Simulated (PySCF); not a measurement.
Geometry (Å), atoms numbered from 1 in this order:
```xyz
16

C     2.7387   -0.2444   -0.0353
C     1.4692   -0.4066    0.3249
Cl    1.0506   -1.7052    1.4010
C     0.3768    0.4393   -0.0800
C     0.4336    1.7252   -0.5732
N    -0.8162    2.1841   -0.8149
C    -1.6104    1.2087   -0.4828
N    -0.9609    0.1092   -0.0200
Si   -1.7701   -1.3916    0.4348
H     3.5163   -0.8895    0.3296
H     3.0188    0.5433   -0.7096
H     1.2926    2.3401   -0.7506
H    -2.6780    1.2489   -0.5574
H    -1.1492   -2.4884   -0.2968
H    -3.1263   -1.1684   -0.0698
H    -1.7933   -1.4958    1.8888
```

- geometry: GFN2-xTB
- GIAO PBE0/pcSseg-1 shieldings
- program: PySCF 2.14
- fast rotation and ring inversion assumed for equivalent nuclei, one conformer, non-relativistic, in vacuum

Predict the 2D correlation tables (HSQC, COSY, HMBC).

Answers



HSQC (one-bond C–H):
```tsv
δH	δC
7.79 (H12)	139.2 (C5)
7.26 (H13)	147.6 (C7)
6.09 (H11)	114.6 (C1)
5.53 (H10)	114.6 (C1)
```

COSY cross peaks (H two or three bonds apart, from the bond graph; peaks can be absent where the dihedral angle is near 90°):
```tsv
δH	δH
6.09 (H11)	5.53 (H10)
```

HMBC (two and three bonds, from the bond graph):
```tsv
δH	δC
7.79 (H12)	147.6 (C7), 141.4 (C2), 137.9 (C4)
7.26 (H13)	139.2 (C5), 137.9 (C4)
6.09 (H11)	141.4 (C2), 137.9 (C4)
5.53 (H10)	141.4 (C2), 137.9 (C4)
5.24 (H14/H15/H16)	147.6 (C7), 137.9 (C4)
```

Chemical shifts δ = σref − σ; TMS for 1H and 13C, all at this level.

Short H···H contacts in this conformer between protons four or more bonds apart (candidates for NOE cross peaks, intensity ∝ r⁻⁶): H11···H12 2.49 Å, H13···H15 2.51 Å.

Carbons that carry Cl, above all several Cl atoms, come out too deshielded, partly because spin–orbit coupling is missing. Shifts are as computed. Against solution values, carbons near 30 ppm lie about +3 ppm off and those near 130 ppm about +5 ppm; carbons on Cl a further +6 ppm. Of 1211 compounds with measured shifts, 218 miss one by over three times the rms of a fit or turn the order of signals round; such compounds aren't used in these exercises.
